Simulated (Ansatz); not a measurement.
Consider the redistribution: `CC#[C][GeH2][NH2]` + `[CH3][GeH]([Cl])[Cl]` → `CC#[C][GeH3]` + `[CH3][Ge]([NH2])([Cl])[Cl]`.

Calculated with Ansatz (gas phase, PBE0-D4/def2-TZVP geometries, no zero-point term in ΔE). CCSD(T)/CBS is the MP2 limit (def2-TZVPP, def2-QZVPP) plus CCSD(T) − MP2 in def2-TZVPP, frozen cores. DFT in def2-TZVPP. B3LYP here is the variant with VWN-RPA as its local correlation; programs differ in this. For Ge outer-core shells are correlated without core-valence functions, which leaves a few kJ/mol of doubt a bond. Scalar relativity is left out up to krypton. One conformer a species, not always the lowest.

```
             level  ΔE (kJ/mol)  difference from CCSD(T)/CBS
            PBE-D4        -10.2                          1.3
           PBE0-D4        -11.0                          0.5
          B3LYP-D4        -11.2                          0.3
           ωB97M-V        -11.2                          0.3
            B2PLYP         -9.2                          2.3
               PBE         -7.9                          3.6
            r2SCAN        -11.1                          0.4
              PBE0         -8.9                          2.6
     HF/def2-TZVPP         -7.9                          3.6
    MP2/def2-TZVPP        -11.7                         -0.2
SCS-MP2/def2-TZVPP        -10.0                          1.5
CCSD(T)/def2-TZVPP        -11.2                          0.3
     HF/def2-QZVPP         -8.0                          3.5
SCS-MP2/def2-QZVPP        -10.1                          1.4
     MP2/CBS(def2)        -12.0                         -0.5
    CCSD/CBS(def2)        -11.1                          0.4
       CCSD(T)/CBS        -11.5                            0
```

Largest T1 diagnostic among the species: 0.012.

In def2-TZVPP, CCSD(T) changes the Hartree–Fock value by −3.3 kJ/mol (the triples alone add −0.4 kJ/mol) and MP2 by −3.8 kJ/mol. The D4 term adds −3.7 kJ/mol with B3LYP and −2.1 kJ/mol with PBE0; it sums over pairs of atoms, weighted by their polarisabilities, and B3LYP, whose exchange is more repulsive, gets the larger term.
